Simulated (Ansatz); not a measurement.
Ansatz (a program for electronic structure) input:
A basis named .json is the Basis Set Exchange file of that set.

Ansatz 0.2 input:
```yaml
crystal:
  periodic: [false, false, false]
  atoms:
    - {symbol: In, position_ang: [-0.13683617, -0.18693350, -0.23208144]}
    - {symbol: O, position_ang: [0.64354274, 0.98234673, 1.27948728]}
    - {symbol: H, position_ang: [1.55663064, 1.30096774, 1.13609229]}
basis:
  gaussian:
    orbitals: def2-TZVPPD.json
total_charge: 1
magnetization: {spin_polarized: true, initial_magnetization: 1}
correlation: {method: ccsd_t, electrons: outside_noble_gas}
```

Problem. Which total energy does the run end on?

Solution. -264.72240 Eh (CCSD(T)/def2-TZVPPD). The basis has 113 functions.

The determinant is spin-contaminated: <S^2> is 0.85 against 0.75 for a pure state.
